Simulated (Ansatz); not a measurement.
**Cost against result**

Saddle point of CH6InN, closed shell (InNH₂ ([NH2][In]) + CH₄ → CH₃In ([CH3][In]) + NH₃; bonds formed: In1–C4, N2–H3; bonds broken: In1–N2, H3–C4), PBE0-D4/def2-TZVP structure:

```xyz
9
angstrom
In -0.7981 -1.5014 -0.9834
N -0.3317 -0.8578 1.1885
H 0.0382 0.0437 0.3157
C 0.3327 0.8139 -0.8540
H 0.4027 -1.3114 1.7197
H -1.0722 -0.6051 1.8326
H 1.1483 0.5243 -1.5291
H 0.7327 1.6191 -0.2223
H -0.4524 1.2746 -1.4678
```

Barriers are electronic and count from the start structure reached by relaxing down the imaginary mode.

Ansatz 0.2.0; basis: as named in each row; cores frozen in the correlated methods. Filled d shells of the heavier atoms are correlated. Core potentials replace the inner electrons of the atoms past krypton. The def2 sets are not built for correlating such inner shells, so the correlated values are less sure here. B3LYP uses VWN-RPA correlation. Extrapolation: Hartree–Fock as exp(−7.88 √X), correlation as X^−2.97.

Times are rough, for one single point on 4 threads of a shared host (Arm Neoverse V1).

The estimate by CCSD(T) at an estimated basis limit (MP2 extrapolated from triple and quadruple zeta, plus CCSD(T) − MP2 in triple zeta) is 35.88 kcal/mol.

```json
{"method": "SPW92", "basis": "def2-SVP", "time (s)": "under 1", "barrier (kcal/mol)": "18.36", "method less estimate": "-17.52"}
{"method": "PBE-D4", "basis": "def2-SVP", "time (s)": "under 1", "barrier (kcal/mol)": "26.28", "method less estimate": "-9.60"}
{"method": "PBE0-D4", "basis": "def2-SVP", "time (s)": "under 1", "barrier (kcal/mol)": "29.05", "method less estimate": "-6.83"}
{"method": "SPW92", "basis": "def2-TZVPP", "time (s)": "under 1", "barrier (kcal/mol)": "21.92", "method less estimate": "-13.96"}
{"method": "PBE-D4", "basis": "def2-TZVPP", "time (s)": "1", "barrier (kcal/mol)": "29.47", "method less estimate": "-6.42"}
{"method": "BLYP-D4", "basis": "def2-TZVPP", "time (s)": "2", "barrier (kcal/mol)": "34.14", "method less estimate": "-1.74"}
{"method": "B3LYP-D4", "basis": "def2-TZVPP", "time (s)": "2", "barrier (kcal/mol)": "35.71", "method less estimate": "-0.17"}
{"method": "BHLYP-D4", "basis": "def2-TZVPP", "time (s)": "2", "barrier (kcal/mol)": "39.15", "method less estimate": "3.27"}
{"method": "PBE0-D4", "basis": "def2-TZVPP", "time (s)": "2", "barrier (kcal/mol)": "32.07", "method less estimate": "-3.81"}
{"method": "CAM-B3LYP-D4", "basis": "def2-TZVPP", "time (s)": "2", "barrier (kcal/mol)": "36.45", "method less estimate": "0.57"}
{"method": "CCSD(T)", "basis": "def2-SVP", "time (s)": "2", "barrier (kcal/mol)": "36.63", "method less estimate": "0.75"}
{"method": "r2SCAN-D4", "basis": "def2-TZVPP", "time (s)": "3", "barrier (kcal/mol)": "31.55", "method less estimate": "-4.33"}
{"method": "r2SCAN0-D4", "basis": "def2-TZVPP", "time (s)": "3", "barrier (kcal/mol)": "33.40", "method less estimate": "-2.49"}
{"method": "wB97M-V", "basis": "def2-SVP", "time (s)": "3", "barrier (kcal/mol)": "31.21", "method less estimate": "-4.67"}
{"method": "PBE-QIDH", "basis": "def2-TZVPP", "time (s)": "4", "barrier (kcal/mol)": "34.18", "method less estimate": "-1.70"}
{"method": "B2PLYP", "basis": "def2-TZVPP", "time (s)": "4", "barrier (kcal/mol)": "36.39", "method less estimate": "0.51"}
{"method": "RPA on PBE", "basis": "def2-TZVPP", "time (s)": "5", "barrier (kcal/mol)": "36.47", "method less estimate": "0.59"}
{"method": "wB97X-V", "basis": "def2-TZVPP", "time (s)": "5", "barrier (kcal/mol)": "36.07", "method less estimate": "0.19"}
{"method": "wB97M-V", "basis": "def2-TZVPP", "time (s)": "6", "barrier (kcal/mol)": "35.19", "method less estimate": "-0.69"}
{"method": "B97M-V", "basis": "def2-TZVPP", "time (s)": "6", "barrier (kcal/mol)": "35.45", "method less estimate": "-0.43"}
{"method": "MP2", "basis": "def2-QZVPP", "time (s)": "12", "barrier (kcal/mol)": "34.69", "method less estimate": "-1.19"}
{"method": "CCSD(T)", "basis": "def2-TZVPP", "time (s)": "53", "barrier (kcal/mol)": "36.21", "method less estimate": "0.33"}
```

All methods are single points on the PBE0-D4 structures.

The T1 diagnostic stays at or below 0.016.

Labels in which every atom is bracketed show which atoms are joined, not bond orders.
